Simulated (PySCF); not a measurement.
Computed shifts of a molecule C5H6F2, PySCF with PBE/pcSseg-1, GIAO, gas phase, equivalent atoms averaged, in ppm (number of nuclei): ¹⁹F: -163.0 (1), -173.2 (1). ¹³C: 150.8 (1), 142.0 (1), 124.3 (1), 52.7 (1), 35.0 (1). ¹H: 6.76 (1), 6.48 (1), 6.41 (1), 3.36 (1), 3.22 (1), 2.88 (1). References: ¹⁹F against CFCl3 (σ = 133.6 ppm); ¹³C against TMS (σ = 182.0 ppm); ¹H against TMS (σ = 31.49 ppm), references at their B3LYP-D3(BJ)/def2-TZVP geometries, non-relativistic. The structure is a stationary point at PBE0-D3(BJ)/def2-SVP. The values are those of a single conformer.

Problem. Which molecule gave these data?
(A) FC(F)[C@H]1C=CC1
(B) FC1=C[C@@H](F)CC1
(C) CCC(F)=C=CF
(D) CC1=CC(F)(F)C1

Solution. A, FC(F)[C@H]1C=CC1
